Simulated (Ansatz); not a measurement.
Geometry optimisation, RKS B3LYP-D4/def2-SVP (Ansatz 0.2.0).

The input (input.yaml):

```yaml
crystal:
  periodic: [false, false, false]
  atoms:
    - { symbol: Sn, position_ang: [-0.309421, -0.044695, 0.182506] }
    - { symbol: H, position_ang: [-0.271422, 0.190568, 1.897958] }
    - { symbol: O, position_ang: [1.642877, -0.252898, -0.213927] }
    - { symbol: H, position_ang: [1.831469, -0.374511, -1.157791] }
    - { symbol: O, position_ang: [-1.105143, 1.399531, -0.903484] }
    - { symbol: H, position_ang: [-1.793492, 1.039931, -1.484923] }
    - { symbol: O, position_ang: [-1.286024, -1.633699, -0.506001] }
    - { symbol: H, position_ang: [-1.075811, -2.446582, -0.022838] }
    - { symbol: O, position_ang: [1.680064, 1.953449, 1.58936] }
    - { symbol: H, position_ang: [2.137296, 1.343006, 0.982943] }
    - { symbol: H, position_ang: [1.192807, 1.3252, 2.172798] }
basis:
  gaussian: { orbitals: def2-SVP }
hamiltonian:
  xc: b3lyp
  dispersion: d4
relax:
  f_tol: 0.03
  max_steps: 50
```

Command:

```bash
$ ansatz run input.yaml --threads 4 --pin off --max-ram 5120MiB --backend cpu --events-out ev --progress --plain --runs-dir out
```

Q: Where does it end, and by what steps?

A: It converged. After 13 steps the energy has fallen by 0.347 eV; O9 moved furthest, 0.58 Å.

```json
{"step": "0", "energy less start (eV)": "0.0000", "largest force component (eV/Å)": "0.714", "accepted": "yes"}
{"step": "1", "energy less start (eV)": "-0.0615", "largest force component (eV/Å)": "1.761", "accepted": "yes"}
{"step": "2", "energy less start (eV)": "-0.0511", "largest force component (eV/Å)": "2.662", "accepted": "no"}
{"step": "3", "energy less start (eV)": "-0.1122", "largest force component (eV/Å)": "1.513", "accepted": "yes"}
{"step": "4", "energy less start (eV)": "-0.1627", "largest force component (eV/Å)": "1.544", "accepted": "yes"}
{"step": "5", "energy less start (eV)": "-0.2304", "largest force component (eV/Å)": "1.004", "accepted": "yes"}
{"step": "6", "energy less start (eV)": "-0.2990", "largest force component (eV/Å)": "0.522", "accepted": "yes"}
{"step": "7", "energy less start (eV)": "-0.2418", "largest force component (eV/Å)": "0.687", "accepted": "no"}
{"step": "8", "energy less start (eV)": "-0.3275", "largest force component (eV/Å)": "0.393", "accepted": "yes"}
{"step": "9", "energy less start (eV)": "-0.3373", "largest force component (eV/Å)": "0.186", "accepted": "yes"}
{"step": "10", "energy less start (eV)": "-0.3432", "largest force component (eV/Å)": "0.186", "accepted": "yes"}
{"step": "11", "energy less start (eV)": "-0.3458", "largest force component (eV/Å)": "0.046", "accepted": "yes"}
{"step": "12", "energy less start (eV)": "-0.3465", "largest force component (eV/Å)": "0.048", "accepted": "yes"}
{"step": "13", "energy less start (eV)": "-0.3467", "largest force component (eV/Å)": "0.019", "accepted": "yes"}
```

```xyz
11
Properties=species:S:1:pos:R:3
Sn -0.217 0.008 0.362
H -0.558 -0.240 2.021
O 1.727 -0.263 -0.122
H 1.811 -0.819 -0.911
O -1.061 1.508 -0.616
H -1.644 1.118 -1.286
O -1.030 -1.478 -0.720
H -1.114 -2.304 -0.225
O 1.251 1.842 1.218
H 1.944 1.399 0.680
H 1.535 1.728 2.136
```

Whether the end is a true minimum wasn't checked by a vibrational analysis.

Time of the run: 28 s on 4 threads of Arm Neoverse V1, with other jobs on the host, peak memory 0.28 GiB.
